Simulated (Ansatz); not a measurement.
Calculated with Ansatz (gas phase, PBE0-D4/def2-TZVP geometries, no zero-point term in ΔE). CCSD(T)/CBS is the MP2 limit (def2-TZVPP, def2-QZVPP) plus CCSD(T) − MP2 in def2-TZVPP, frozen cores. This one scheme is used for every species. Each species was taken in one conformer, which may not be the lowest.

`C=NB(C)[SiH3]` + H–F → `C=NB(C)F` + SiH₄  (cleavage of the B–Si bond)

```csv
level,ΔE (kJ/mol)
CCSD(T)/def2-TZVPP,-131.2
SCS-MP2/def2-QZVPP,-136.2
```

Question: What does CCSD(T)/CBS give? (Best estimate.)

Answer: Computed: -125.7 kJ/mol. The listed levels differ from it by -5.5, -10.5 kJ/mol.

Largest T1 diagnostic among the species: 0.015.

The D4 term adds +9.3 kJ/mol with B3LYP and +5.4 kJ/mol with PBE0; it sums over pairs of atoms, weighted by their polarisabilities, and B3LYP, whose exchange is more repulsive, gets the larger term. From PBE to PBE0 (25 % exact exchange), in def2-TZVPP and without D4, ΔE moves by −8.2 kJ/mol. In def2-TZVPP, CCSD(T) changes the Hartree–Fock value by +43.7 kJ/mol (the triples alone add +6.4 kJ/mol) and MP2 by +44.9 kJ/mol.

B3LYP here is the variant with VWN-RPA as its local correlation; programs differ in this.
